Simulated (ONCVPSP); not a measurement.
**Ir (Z = 77), ONCV: configuration errors across variants**

| Property | Result |
| --- | --- |
| Element | Ir (Z = 77) |
| Generator | ONCVPSP 4.0.1 |
| Type | optimised norm-conserving Vanderbilt (ONCV) |
| Functional | BLYP |
| Relativity | scalar-relativistic |
| Frozen core | [Xe] 4f14 |
| Valence charge | 9 |
| Reference configuration | 5d7 6s1 6p1 |
| Partial waves | 6s: rc 2.35 bohr, ncon 3, nbas 8, qcut 2.1 1/bohr, 2 projectors, debl 2.4 Ha; 6p: rc 3.65 bohr, ncon 3, nbas 8, qcut 2.7 1/bohr, 1 projector; 5d: rc 1.75 bohr, ncon 4, nbas 9, qcut 7.6 1/bohr, 1 projector |
| Local potential | polynomial inside 1.50 bohr (lpopt 5, dvloc0 0 Ha) |
| Core correction | polynomial model core, fcfact 0.55 |

All-electron excitation energies from the reference (eV): (1) 5d7 6s2 6p0 -5.278; (2) 5d7 6s1 6p0 4.569; (3) 5d7 6s0 6p0 22.113; (4) 5d6 6s2 6p0 6.751.

1 further variants failed, have other tests or too few solved ones, and are left out.

A true bound ghost makes a file unfit for plane-wave use even where its test errors are small: the radial tests pick states by their node count and pass the ghost by.

Errors AE − PS in meV (a dash: test not solved or not reliable):

```csv
change,(1),(2),(3),(4),bound ghosts,GHOST(+) flags above zero
base,+1.1,-7.6,-35,-20,"s, p",none
s: qcut 1.3,-0.4,-7.8,-30,+2.4,"s, p",none
s: qcut 1.6,-0.1,-7.8,-31,-1.1,"s, p",none
s: qcut 2.4,+1.8,-7.5,-38,-35,"s, p",none
```

**Question.** Give the same row for: s: qcut 2.7.

**Answer.** +2.4, -7.3, -41, -50; bound ghosts: s, p; GHOST(+) flags above zero: none.
